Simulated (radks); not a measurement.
Task: Spherical jellium clusters: N electrons in a uniform positive sphere of charge N and radius rs N^(1/3), rs unknown. Method: non-relativistic Kohn-Sham, LDA (Slater exchange, Perdew-Wang correlation), spin-polarised, spherical densities; computed with a radial shooting solver with Libxc functionals. Levels are named by radial order and angular momentum (1s, 1p, 1d, 2s, ...), and open shells are averaged over m. Each electron was tried in the lowest free levels, single moves between levels near the top were tried too, and the lowest total energy was kept; such a search can miss a lower state. IP is vertical, at fixed background; rs is in bohr. The values of IP (eV) for N = 2 to 12 are 4.296, 3.298, 3.654, 3.838, 3.490, 3.677, 3.795, 2.997, 3.154, 3.275, 3.370. Estimate rs.

Result: rs = 5.2 bohr. A metal sphere has IP near W + 1/(2R) hartree with R = rs N^(1/3), and both terms fall as rs grows; shell closures ride on that trend.
